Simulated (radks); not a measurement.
Polarisability of neutral magnesium, [Ne] 3s2, at imaginary frequency. Calculated with a radial shooting solver on a logarithmic mesh with Libxc functionals: non-relativistic Kohn-Sham, exchange-only LDA, spin-polarised, spherical densities, point nucleus. Response by self-consistent Sternheimer equations with the Hartree and adiabatic exchange-only LDA kernel.

w (hartree)  alpha1(iw) (bohr^3)  alpha2(iw) (bohr^5)
0.00266                    77.79                 1080
0.0143                     77.13                 1075
0.0360                     73.63                 1046
0.0697                     64.25                961.1
0.118                      48.70                799.5
0.186                      31.78                584.1
0.280                      18.52                375.2
0.413                      10.11                216.9
0.605                      5.352                115.5
0.892                      2.811                57.44
1.35                       1.484                26.56
2.12                      0.7789                11.18
3.59                      0.3788                4.077
6.94                      0.1432                1.148
17.5                     0.02964               0.1878

Static values: alpha1 = 77.81 bohr^3 (11.53 angstrom^3; uncoupled 137.7), alpha2 = 1081 bohr^5, alpha3 = 24530 bohr^7. C6 = 703.3, C8 = 55390, triple-dipole C9 = 40570 atomic units. One-pole (London) frequency 4 C6 / (3 alpha1^2) = 0.155 hartree, against 0.142 for minus the highest occupied eigenvalue. The dipole shielding factor is 1.000, as the force sum rule N/Z = 1.000 demands. Recommended static value: 71.2 bohr^3 (Schwerdtfeger and Nagle, 2023 table).
